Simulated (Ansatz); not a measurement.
CdTe, closed-shell singlet (lowest of 2S+1 = 1, 3 at CCSD(T)/def2-TZVPP on PBE0 minima; our sources give no spin for the ground state, which may be another), most abundant isotopes (113.9034 and 129.9062 u). Constants from fifth-degree fits in 1/R to seven points on the lowest solution found; no spin–orbit coupling, no relativity up to Kr; ω_e x_e and α_e move by some per cent with the fit.

Correlated levels freeze the inner cores; with def2 sets outer-core shells near the valence are correlated too. CBS: X⁻³ extrapolation of the correlation energy, Hartree–Fock from the larger set.

Programs: Ansatz (a first-principles code).  In def2 rows elements past Kr take small-core potentials, without spin–orbit coupling.

```csv
level,r_e (Å),ω_e (cm⁻¹),ω_e x_e (cm⁻¹),α_e (cm⁻¹)
PBE/def2-TZVPP,2.5595,199.9,0.578,0.000147
"CCSD(T)/CBS(def2-TZVPP, def2-QZVPP)",2.5271,212.4,0.631,0.000146
```

**Question.** Derive the rotational constants, the centrifugal constant, the fundamental, the zero-point energy and the force constant.

**Answer.** 
μ = 60.68980 u.
- PBE/def2-TZVPP: B_e = 16.8576/(μ r_e²) = 0.042400 cm⁻¹; B₀ = B_e − α_e/2 = 0.042326 cm⁻¹; D = 4B_e³/ω_e² = 7.63e-09 cm⁻¹; fundamental ω_e − 2ω_e x_e = 199 cm⁻¹; zero-point energy ω_e/2 − ω_e x_e/4 = 100 cm⁻¹; k = μ(2πcω_e)² = 143 N/m; the line J = 1 ← 0 at 2B₀ = 2.538 GHz
- CCSD(T)/CBS(def2-TZVPP, def2-QZVPP): B_e = 16.8576/(μ r_e²) = 0.043493 cm⁻¹; B₀ = B_e − α_e/2 = 0.043420 cm⁻¹; D = 4B_e³/ω_e² = 7.30e-09 cm⁻¹; fundamental ω_e − 2ω_e x_e = 211 cm⁻¹; zero-point energy ω_e/2 − ω_e x_e/4 = 106 cm⁻¹; k = μ(2πcω_e)² = 161 N/m; the line J = 1 ← 0 at 2B₀ = 2.603 GHz

Doubts at one or more of the structures used: a restricted determinant that unrestricted orbitals would lower (CCSD(T)/CBS(def2-TZVPP, def2-QZVPP)).
